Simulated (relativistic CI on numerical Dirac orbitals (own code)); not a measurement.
Hyperfine structure of Cd23+, mass number 111

Calculated at this level of theory: Dirac-Coulomb-Breit CI, orbitals from a KLI potential per configuration, a model potential for QED, unscaled Slater integrals (own radial code, finite nucleus).

Configurations in the expansion (outside the closed core [Ne]): 3s²3p⁶3d⁷, 3s²3p⁵3d⁸, 3s²3p⁴3d⁹, 3s3p⁶3d⁸, 3p⁶3d⁹, 3s3p⁵3d⁹, 3s²3p⁶3d⁶4s, 3s²3p⁶3d⁶4p, 3s²3p⁶3d⁶4d, 3s²3p⁴3d⁸4s, 3s²3p⁶3d⁶4f, 3s²3p⁵3d⁷4s, 3s²3p⁴3d⁸4p, 3s²3p⁶3d⁵4s², 3s²3p⁵3d⁷4p, 3s²3p⁶3d⁶5s. Levels of other configurations are missing.

Nuclear spin I = 1/2, μ = -0.594 μN (tables of Stone and Pyykkö). The electronic factors are computed for point nuclear moments, without core polarisation or the Bohr-Weisskopf and QED corrections.

```csv
Level,E (eV),A (MHz)
3s²3p⁶3d⁷ ⁴F9/2,0.0000,-8556
3s²3p⁶3d⁷ ⁴F7/2,6.0948,-9518
3s²3p⁶3d⁷ ⁴F5/2,7.0404,-10170
3s²3p⁶3d⁷ ⁴P5/2,11.7884,-4703
3s²3p⁶3d⁷ ²G9/2,11.9951,-11220
3s²3p⁶3d⁷ ⁴P1/2,13.7110,5673
3s²3p⁶3d⁷ ²H11/2,16.1153,-12360
3s²3p⁶3d⁷ ²G7/2,16.4357,-14790
```

Levels with J = 0, under 50 % of one LS term, or S terms without an open s electron are left out. Small factors come from cancelling terms and can be off by tens of per cent or more.

At this charge energies of transitions that change n are usually good to better than 1 %, and those within a shell (Δn = 0) to a few per cent. Terms inside the open d or f shell come out 10 to 20 % too wide with unscaled integrals.

Question: Give the hyperfine levels of 3s²3p⁶3d⁷ ⁴F9/2 relative to its centre of gravity.

Answer: With K = F(F + 1) − I(I + 1) − J(J + 1), E = AK/2: F = 4: 23530, F = 5: -19250 MHz.

LS names give the leading component of a level, which can be under half, so a name can repeat, a term be missing and a line seem to break the LS rules.
